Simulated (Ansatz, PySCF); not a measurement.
PySCF was given this input:
```python
from pyscf import gto, scf, dft

mol = gto.M(
    atom='''
I     0.00000000    0.00000000    0.00000000
''',
    basis='6-311g**',
    spin=1,
    verbose=4,
)

mf = dft.UKS(mol)
mf.xc = 'wb97x_v'
mf.grids.atom_grid = (99, 590)
mf.grids.prune = None
mf.kernel()
```

Write the same job for Ansatz (a first-principles code).

Several could match; the one computed here: 
Ansatz 0.2 input:
```yaml
crystal:
  periodic: [false, false, false]
  atoms:
    - {symbol: I, position_ang: [0.00000000, 0.00000000, 0.00000000]}
basis:
  gaussian:
    orbitals: 6-311G__.json
hamiltonian:
  xc: {name: wB97X-V}
magnetization: {spin_polarized: true, initial_magnetization: 1}
accuracy: high
```
The basis file holds 6-311G** in the JSON format of the Basis Set Exchange.

Both were run: PySCF gave -6919.070382 Eh and Ansatz -6919.070383 Eh, 0.002 mEh apart.
